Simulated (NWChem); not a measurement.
CH6AlN; SMILES C[NH][AlH2]

```xyz
9

Al     0.0988    -1.2331     0.0000
H     -0.9964    -2.3822     0.0020
H      1.6693    -1.4681    -0.0016
N     -0.4904     0.4441    -0.0003
C      0.2555     1.6805     0.0002
H     -1.4938     0.6068    -0.0013
H      0.0471     2.3056     0.8885
H      0.0516     2.3038    -0.8905
H      1.3370     1.4719     0.0031
```
Atoms are numbered in this order, from 1.

Computed with NWChem. Structure relaxed at the PBE0/def2-SVP level. Ions are spin-unrestricted doublets at the neutral geometry; other ion states weren't tried.

For level B3LYP/def2-SVP:

−ε(HOMO) (eV): 6.53

Q: How do the values read with level PBE/def2-SVP instead?

A: −ε(HOMO) (eV): 5.51
